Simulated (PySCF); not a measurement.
Adding and removing an electron: KB

UHF-CCSD(T); PySCF, no relativity, basis sets K def2-SVPD, B def2-SVPD. Neutral (UHF): triplet (σ ↑, π ↑), Re = 2.918 Å, ωe = 268 cm⁻¹, De = 0.67 eV.

KB⁺ (UHF): doublet (σ ↑), Re = 3.454 Å, ωe = 133 cm⁻¹, De = 0.32 eV to K⁺ + B. The energies at the minima are -623.71592 hartree for KB and -623.55111 for KB⁺.

**Question.** Work out the adiabatic ionisation energy, without and with harmonic zero-point energies (1 hartree = 27.2114 eV, 1 eV = 8065.5 cm⁻¹), and the change of the bond length.

**Answer.** At UHF-CCSD(T): 0.16481 hartree = 4.485 eV between the minima; the zero-point term (133.0 − 268.0)/2 cm⁻¹ = -0.008 eV makes it 4.476 eV. Re changes by +53.6 pm against the neutral. The electron leaves a π orbital, and the ion is left as a loose complex of an ion and an atom.

Correlated steps freeze 6 core orbitals. Weak bonds: KB⁺. Basis-set superposition, not corrected here, can be much of De in a small basis, most of all at correlated wavefunction levels. For an ion De counts to the pair picked by the measured ionisation energies or electron affinities, which need not be the lowest pair at this level. States were picked by a PBE0 search and need not be the measured ground states.
